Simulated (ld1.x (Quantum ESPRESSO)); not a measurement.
**nitrogen (N), ultrasoft: configuration errors across variants**

ld1.x (Quantum ESPRESSO) 7.5 input, shortened:

```
&input
   title='N', zed=7., rel=1, dft='PBE', iswitch=3,
   config='[He] 2s1.75 2p3.25 3d-2'
 /
 &inputp
   pseudotype=3, tm=.true., lloc=-1, rcloc=1.65,
   nlcc=.true.,
   which_augfun='PSQ', rmatch_augfun_nc=.true.
 /
6
2S  1  0   1.75   0.00  1.00  1.20  0.0
2S  1  0   0.00   0.45  1.00  1.20  0.0
2P  2  1   3.25   0.00  1.25  1.75  0.0
2P  2  1   0.00   3.60  1.25  1.75  0.0
3D  3  2  -2.00   0.20  1.30  1.70  0.0
3D  3  2  -2.00   2.55  1.30  1.70  0.0
 &test
   configts(1)='2s1.75 2p3.25'
 /
```

All-electron excitation energies from the reference (eV): (1) 2s2 2p3 -2.874; (2) 2s2 2p2 10.717; (3) 2s2 2p1 39.571; (4) 2s2 2p0 86.653; (5) 2s1 2p3 22.498; (6) 2s2 2p3.3 -4.493; (7) 2s1 2p4 8.633.

The default core radius of the base comes out at 0.41 bohr.

2 further variants failed, have other tests or another functional or relativity, and are left out.

Errors AE − PS in meV (a dash: test not solved or not reliable):

| change | (1) | (2) | (3) | (4) | (5) | (6) | (7) | bound ghosts |
| --- | --- | --- | --- | --- | --- | --- | --- | --- |
| base | -0.2 | +2.8 | +30 | +55 | -2.3 | -0.4 | -1.6 | none |
| waves 2p (bound): rcut 1.24, rcutus 1.32 bohr; 2p channel at 3.6 Ry: rcut 1.24, rcutus 1.32 bohr | -0.6 | -17 | -104 | -340 | +1.7 | 0.0 | -5.0 | none |
| core correction a·sin(br)/r model core inside 0.88 bohr | +0.1 | +6.9 | +63 | +293 | -4.7 | -0.3 | +1.1 | none |
| local potential all-electron potential smoothed inside 1.34 bohr (lloc = -1) | -0.2 | +5.5 | +34 | +65 | +2.1 | 0.0 | -1.6 | none |
| waves 3d channel at 0.2 Ry: rcut 1.30, rcutus 1.52 bohr; 3d channel at 2.55 Ry: rcut 1.30, rcutus 1.52 bohr | -0.2 | +2.8 | +30 | +55 | -2.3 | -0.4 | -1.6 | none |
| augmentation built from norm-conserving waves at rcut, not smoothed further | +0.5 | -146 | -350 | +321 | -234 | -12 | +4.7 | not determined |

Task: Give the same row for: waves 2s (bound): rcut 0.96, rcutus 1.02 bohr; 2s channel at 0.45 Ry: rcut 0.96, rcutus 1.02 bohr.

Result: 0.0, +4.4, +38, +87, -2.1, -0.3, 0.0; bound ghosts: none.
